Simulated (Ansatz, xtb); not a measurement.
# CH2FOSe: where a starting geometry ends

The starting geometry of this gas-phase doublet was built from a drawn formula by distance geometry and a force field; its bonds are those of `F[CH]O[SeH]`.

```xyz
6

C    -1.2392   -2.4199   -0.7876
F    -0.8708   -2.9620   -2.0016
O    -0.4128   -2.9278    0.2171
Se    0.0596   -1.5090    1.2798
H    -2.2791   -2.7162   -0.5693
H    -1.1487   -1.7765    2.2066
```

Problem. Predict what becomes of its bonds when it is optimised with r2SCAN-D4/def2-SVP.

Solution. It loosens into CHFO + HSe, which stay close as a complex. Distances that change by over a tenth: C1–O3 (1.40 → 1.18 Å). Contacts that open: O3–Se4 (1.83 → 3.04 Å).

The energy falls by 1.96 eV over 33 steps:

```csv
step,E − E(last) (eV)
1,1.957
5,0.820
8,0.064
12,0.044
15,0.039
19,0.024
22,0.015
26,0.001
29,0.000
33,0.000
```

Final geometry (Å):

```json
{"atom": "C", "x (Å)": "-1.5570", "y (Å)": "-2.9342", "z (Å)": "-0.8768"}
{"atom": "F", "x (Å)": "-0.6655", "y (Å)": "-2.1928", "z (Å)": "-1.5359"}
{"atom": "O", "x (Å)": "-1.6341", "y (Å)": "-2.9510", "z (Å)": "0.3053"}
{"atom": "Se", "x (Å)": "0.4530", "y (Å)": "-1.0667", "z (Å)": "1.4712"}
{"atom": "H", "x (Å)": "-2.1795", "y (Å)": "-3.5015", "z (Å)": "-1.5978"}
{"atom": "H", "x (Å)": "-0.3080", "y (Å)": "-1.6652", "z (Å)": "2.5790"}
```

From the same start GFN2-xTB reaches the same bonding as this run.

The end wasn't checked by frequencies. Open shells are spin-unrestricted. Run with Ansatz 0.2.0, 4.6 min on 2 threads of Arm Neoverse V1, on a shared host.
